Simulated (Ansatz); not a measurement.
```yaml
crystal:
  periodic: [false, false, false]
  atoms:
    - {symbol: N, position_ang: [-0.426166, 1.586384, -0.925284]}
    - {symbol: C, position_ang: [-0.504118, 0.382312, -0.606153]}
    - {symbol: Si, position_ang: [0.490495, -0.638284, 0.636920]}
    - {symbol: I, position_ang: [-1.995743, -0.816411, -1.584713]}
    - {symbol: H, position_ang: [0.311283, 2.068218, -0.405526]}
    - {symbol: H, position_ang: [1.163759, -1.741023, -0.087121]}
    - {symbol: H, position_ang: [-0.437279, -1.172708, 1.660251]}
    - {symbol: H, position_ang: [1.489769, 0.274312, 1.255726]}
basis:
  gaussian: {orbitals: def2-SVPD, fitting: {mean_field: cc-pVTZ-jkfit}}
hamiltonian: {xc: {name: PBE0-DH}}
scf: {lower_state_search: off}
output: {forces: true}
```

```sh
$ ansatz run in.yaml --threads 4 --pin off --events-out ev --progress --plain --max-ram 10444MiB
```

(1) How does Ansatz answer? (Estimate.)

Results:

(1) Ansatz gave: The input was rejected before any iteration.
```
Functional definition: PBE0-DH
Error: <dir> the basis set cc-pVTZ-JKFIT has no functions for I
```
